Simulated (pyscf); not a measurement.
Single points on ωB97X-D3(BJ)/def2-SVP structures (PySCF, gas phase). MP2 and CC: frozen core, UHF for open shells. ΔMP2 is the change of the MP2 total energy from the triple- to the quadruple-zeta basis.

What is the homolytic dissociation enthalpy (298 K, CCSD(T)/def2-TZVPP + ΔMP2(QZVPP)) of the In–P bond of :HSi–PH–InH₂ [singlet], to [HSi=PH]• + InH₂•?

In–P to [HSi=PH]• + InH₂•: 250.1 kJ/mol. The radicals are drawn with the spin at the cut bond; how far it spreads was not checked. :HSi–PH–InH₂ [singlet] lies 133.8 kJ/mol over its isomer H₂P–SiH₂–In [singlet], and others may lie lower still (electronic energy, ωB97M-D3(BJ)). [HSi=PH]• lies 21.9 kJ/mol over its isomer H₂Si=P•, and others may lie lower still (electronic energy, ωB97M-D3(BJ)). The CCSD(T) − MP2 part came from Ansatz, without density fitting, on the same reference. An open-shell T1 diagnostic exceeds 0.045. A UHF reference is spin-contaminated (<S²> up to 1.15), which harms MP2 most. The frozen core leaves the outer d or s,p core shells of the metals and heavy elements correlated in the MP2 and CC values, and def2-TZVPP describes them poorly, which can shift differences by a few kcal/mol. Elements past Kr carry the def2 core potentials, without spin-orbit coupling.
